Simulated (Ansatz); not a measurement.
AlH₃Se₃ (`[SeH][Al]([SeH])[SeH]`) at its PBE0-D4/def2-TZVP geometry, where that method's forces vanish. Charge 0, multiplicity 1.

```xyz
7

Se   -2.2946    0.3007   -1.2948
Al   -0.3396   -0.1170   -0.1329
Se   -0.1037   -2.2287    0.7825
Se    1.2468    1.5587    0.0497
H    -1.8680    1.6802   -1.5698
H     1.2249   -1.8981    1.3153
H     2.1342    0.7043    0.8500
```

(1) What forces (eV/Å) does r2SCAN-D4/def2-TZVPP give on these atoms in Ansatz? (Best estimate.)

Results:

(1) The calculation gave: 
```
Se1 -0.015  0.022 -0.015
Al2  0.003  0.002  0.000
Se3  0.020 -0.024  0.019
Se4  0.033  0.012  0.013
H5  -0.006 -0.021  0.004
H6  -0.024 -0.006 -0.010
H7  -0.011  0.015 -0.012
```
